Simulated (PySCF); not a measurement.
TPSSh on Ru⁻ (ruthenium, charge -1)

Configuration: [Kr] 4d7 5s2, high-spin 4F determinant. Calculation: PySCF 2.14, in def2-TZVPPD with the def2 core potential (28 electrons); scalar relativity through the core potential.

```json
{
  "Total energy": "-94.7925 hartree",
  "One-electron energy": "-168.7281 hartree",
  "Hartree (Coulomb) energy": "84.1630 hartree",
  "Exchange-correlation energy": "-10.2274 hartree",
  "⟨S²⟩": "3.7632",
  "⟨L²⟩": "12.027",
  "Sum of ⟨r⟩": "28.72 bohr",
  "Sum of ⟨r²⟩": "70.84 bohr²"
}
```

```csv
shell,electrons,mean orbital energy (hartree),spread (hartree),"rms radius, mean of both spins (bohr)"
4s α,1,-2.74286,0,1.09
4s β,1,-2.65962,0,1.09
4p α,3,-1.60341,0,1.21
4p β,3,-1.50720,0,1.21
4d α,5,0.00248,0.03086,1.91
5s α,1,0.03142,0,4.13
4d β,2,0.05392,0,1.91
5s β,1,0.05541,0,4.13
```

Energies and moments cover only the electrons outside the core potential. At TPSSh the highest occupied level has a positive energy, so only the finite basis holds that electron; in a semilocal or global hybrid functional this comes from self-interaction and does not mean that the real anion is unbound.
